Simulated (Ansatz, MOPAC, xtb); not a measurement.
Diatomic NO-, multiplicity 3 (lowest of 2S+1 = 1, 3, 5 at CCSD(T)/def2-TZVPP on PBE0 minima; our sources give no spin for the ground state, which may be another).

Seven points along R, fitted to fifth degree in 1/R; most abundant isotopes. Runs in def2 and cc sets follow the lowest solution found near the PBE0 minimum.

The values were computed with Ansatz (a quantum-chemistry and plane-wave program) with Gaussian orbitals; MOPAC for PM3, PM6, PM7 (differences of heats of formation); xtb for the GFN methods. Values without a source in brackets are computed. The GFN methods have no spin term and hold the electronic entropy of 300 K.

```
level                                  r_e (Å)  ω_e (cm⁻¹)  ω_e x_e (cm⁻¹)  α_e (cm⁻¹)
-------------------------------------  -------  ----------  --------------  ----------
PM3                                      1.200        1949              20       0.015
PM6                                      1.209        1727             7.1      0.0095
PM7                                      1.202        1787             8.4       0.010
GFN1-xTB                                 1.296        1466             8.0       0.013
GFN2-xTB                                 1.295        1493             8.9       0.013
SVWN5/def2-TZVPP                         1.260        1451              10       0.016
PBE/def2-TZVPP                           1.277        1385              10       0.016
r2SCAN/def2-TZVPP                        1.269        1428              10       0.015
B97M-V/def2-TZVPP                        1.263        1447              10       0.015
B3LYP/def2-TZVPP                         1.267        1436              10       0.015
PBE0/def2-TZVPP                          1.256        1497              10       0.015
BHLYP/def2-TZVPP                         1.247        1545              10       0.015
CAM-B3LYP/def2-TZVPP                     1.257        1495             9.8       0.015
wB97X-V/def2-TZVPP                       1.260        1508             9.5       0.014
wB97M-V/def2-TZVPP                       1.260        1493             9.6       0.014
B2PLYP/def2-TZVPP                        1.271        1409              10       0.016
CCSD/aug-cc-pVTZ                         1.263        1428              11       0.015
CCSD/def2-TZVPP                          1.265        1461              11       0.015
CCSD/aug-cc-pVQZ                         1.257        1444              11       0.015
CCSD/def2-QZVPP                          1.261        1459              11       0.015
CCSD(T)/aug-cc-pVTZ                      1.271        1376              11       0.016
CCSD(T)/def2-TZVPP                       1.274        1413              11       0.016
CCSD(T)/aug-cc-pVQZ                      1.266        1391              11       0.015
CCSD(T)/def2-QZVPP                       1.270        1408              11       0.016
CCSD(T)/CBS(aug-cc-pVTZ, aug-cc-pVQZ)    1.264        1397              11       0.015
CCSD(T)/CBS(def2-TZVPP, def2-QZVPP)      1.267        1415              11       0.016
```

Cores are frozen in the correlated methods. CBS: X⁻³ extrapolation of the correlation energy, Hartree–Fock from the larger set. The state that PM3, PM6, PM7 reach isn't checked; PM7 holds dispersion and hydrogen-bond terms.
